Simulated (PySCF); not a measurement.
Si(F)(Br)(OH)(NH2) (BrFH3NOSi), SMILES N[Si](O)(F)Br.

Geometry optimised at PBE0-D3(BJ)/def2-SVP. This is a generated structure with no PubChem entry under its InChIKey; it may be hypothetical. One conformer was computed; it need not be the lowest.

Computed with TDA-PBE/def2-SVPD (PySCF).

Vertical excitations. The molecule is in vacuum.

```tsv
state	energy (eV)	λ (nm)	f	main pairs
S1	5.85	212	0.038	HOMO→LUMO 99 %
S2	6.38	194	0.020	HOMO−1→LUMO 99 %
S3	6.74	184	0.051	HOMO−2→LUMO 91 %
S4	6.96	178	0.017	HOMO→LUMO+1 87 %
S5	7.14	174	0.038	HOMO→LUMO+2 82 %
S6	7.47	166	0.006	HOMO→LUMO+3 71 %
S7	7.49	165	0.009	HOMO−1→LUMO+1 81 %
S8	7.56	164	0.042	HOMO−3→LUMO 82 %
S9	7.65	162	0.025	HOMO−1→LUMO+2 73 %, HOMO−1→LUMO+1 11 %
S10	7.86	158	0.001	HOMO−2→LUMO+1 58 %, HOMO→LUMO+4 23 %
T1	5.61	221	0	HOMO→LUMO 99 %
T2	6.19	200	0	HOMO−1→LUMO 99 %
T3	6.51	190	0	HOMO−2→LUMO 93 %
T4	6.73	184	0	HOMO→LUMO+1 68 %, HOMO→LUMO+2 25 %
```
Triplets are in the Tamm–Dancoff approximation.
